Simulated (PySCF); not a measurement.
C4H2F3NS.
Cartesian coordinates in Å at the GFN2-xTB level; atoms count from 1:
```xyz
11
C4H2F3NS angstrom
C     -1.1526   -0.5992    0.0906
C     -0.8401    0.4589   -0.6530
C     -1.8424    1.3344   -1.1428
N     -2.6628    2.0309   -1.5315
S      0.7744    1.0015   -1.1805
C      1.8630   -0.2866   -0.4613
F      1.5796   -1.5078   -0.9145
F      3.1165   -0.0104   -0.7909
F      1.7905   -0.3335    0.8691
H     -2.1867   -0.7930    0.3224
H     -0.4340   -1.2925    0.4862
```

PySCF closed-shell single points with density fitting, gas phase. The input was altered on purpose; the results of an altered input aren't properties of the species above.

Task: What comes out at PBE0/cc-pVDZ with: at most 99 cycles, bond C1–C2 scaled by 2.0?

Result: E = -904.9965 Eh; HOMO -5.86 eV, LUMO -4.37 eV (gap 1.49 eV), in 16 cycles. The distance C1···C2 goes from 1.330 to 2.661 Å, the nuclear repulsion from 528.34 to 525.90 Eh. Only C2 was moved, along that bond; its nearest neighbour is now C3 at 1.352 Å. With bonds stretched this far the closed-shell solution need not be the lowest.

Coordinates of the altered input:
```
atom  x, y, z in Å
C1    -1.1526   -0.5992    0.0906
C2    -0.5276    1.5169   -1.3965
C3    -1.8424    1.3344   -1.1428
N4    -2.6628    2.0309   -1.5315
S5     0.7744    1.0015   -1.1805
C6     1.8630   -0.2866   -0.4613
F7     1.5796   -1.5078   -0.9145
F8     3.1165   -0.0104   -0.7909
F9     1.7905   -0.3335    0.8691
H10   -2.1867   -0.7930    0.3224
H11   -0.4340   -1.2925    0.4862
```

The SCF part of the output:
```
final grid: 113128 points
cycle   1  E = -904.7605491142  dE =  2.122e+00  |g| = 1.053e+00  |ddm| = 6.600e+00
cycle   2  E = -903.6816184906  dE =  1.079e+00  |g| = 2.358e+00  |ddm| = 4.944e+00
cycle   3  E = -904.9585442902  dE = -1.277e+00  |g| = 3.733e-01  |ddm| = 3.966e+00
cycle   4  E = -904.9866533395  dE = -2.811e-02  |g| = 1.893e-01  |ddm| = 8.942e-01
cycle   5  E = -904.9956775005  dE = -9.024e-03  |g| = 5.763e-02  |ddm| = 2.892e-01
cycle   6  E = -904.9963884961  dE = -7.110e-04  |g| = 2.062e-02  |ddm| = 9.820e-02
cycle   7  E = -904.9964872071  dE = -9.871e-05  |g| = 4.107e-03  |ddm| = 3.131e-02
cycle   8  E = -904.9964919437  dE = -4.737e-06  |g| = 1.291e-03  |ddm| = 8.992e-03
cycle   9  E = -904.9964924559  dE = -5.122e-07  |g| = 3.302e-04  |ddm| = 3.176e-03
cycle  10  E = -904.9964925029  dE = -4.702e-08  |g| = 9.436e-05  |ddm| = 1.004e-03
cycle  11  E = -904.9964925155  dE = -1.257e-08  |g| = 5.875e-05  |ddm| = 6.640e-04
cycle  12  E = -904.9964925230  dE = -7.535e-09  |g| = 2.704e-05  |ddm| = 4.874e-04
cycle  13  E = -904.9964925296  dE = -6.535e-09  |g| = 2.285e-05  |ddm| = 5.709e-04
cycle  14  E = -904.9964925342  dE = -4.584e-09  |g| = 1.760e-05  |ddm| = 5.587e-04
cycle  15  E = -904.9964925375  dE = -3.370e-09  |g| = 1.275e-05  |ddm| = 7.649e-04
cycle  16  E = -904.9964925380  dE = -4.295e-10  |g| = 5.196e-06  |ddm| = 2.875e-04
converged SCF energy = -904.9964925380
```
